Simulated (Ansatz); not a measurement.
Reaction (formal exchange of groups at a C–C bond): `CCC` + `[NH2][AlH][NH2]` → `[CH3][Al]([NH2])[NH2]` + `CC`

Gas-phase electronic energies from Ansatz, PBE0-D4/def2-TZVP geometries. CBS: MP2 limit from def2 TZ/QZ plus the TZ coupled-cluster correction, frozen cores. This one scheme is used for every species. Functionals use def2-TZVPP. B3LYP here is the variant with VWN-RPA as its local correlation; programs differ in this. Each species was taken in one conformer, which may not be the lowest.

| level | ΔE (kJ/mol) | difference from CCSD(T)/CBS |
| --- | --- | --- |
| LDA (SPW92) | -38.8 | 3.7 |
| PBE-D4 | -43.9 | -1.4 |
| BLYP-D4 | -44.0 | -1.5 |
| B3LYP-D4 | -43.6 | -1.1 |
| r2SCAN0-D4 | -44.6 | -2.1 |
| ωB97M-V | -43.3 | -0.8 |
| PBE-QIDH | -41.5 | 1.0 |
| PBE | -44.1 | -1.6 |
| r2SCANh | -45.4 | -2.9 |
| r2SCAN0 | -44.4 | -1.9 |
| BHLYP | -41.0 | 1.5 |
| LC-ωPBE | -42.6 | -0.1 |
| SCS-MP2/def2-TZVPP | -39.0 | 3.5 |
| HF/def2-QZVPP | -35.1 | 7.4 |
| MP2/def2-QZVPP | -43.3 | -0.8 |
| MP2/CBS(def2) | -43.9 | -1.4 |
| CCSD(T)/CBS | -42.5 | 0 |

Largest T1 diagnostic among the species: 0.010.

Leaving LDA and LC-ωPBE aside and taking each functional with its dispersion term where it has one, the values, not all of them listed here, spread over 10.9 kJ/mol, from r2SCAN-D4 to B97M-V. LDA lies +5.3 kJ/mol from PBE without D4. From BLYP to BHLYP (50 % exact exchange), in def2-TZVPP and without D4, ΔE moves by +4.3 kJ/mol. At CCSD(T), def2-SVP lies +14.3 kJ/mol from the extrapolated value and def2-TZVPP +1.7 kJ/mol.
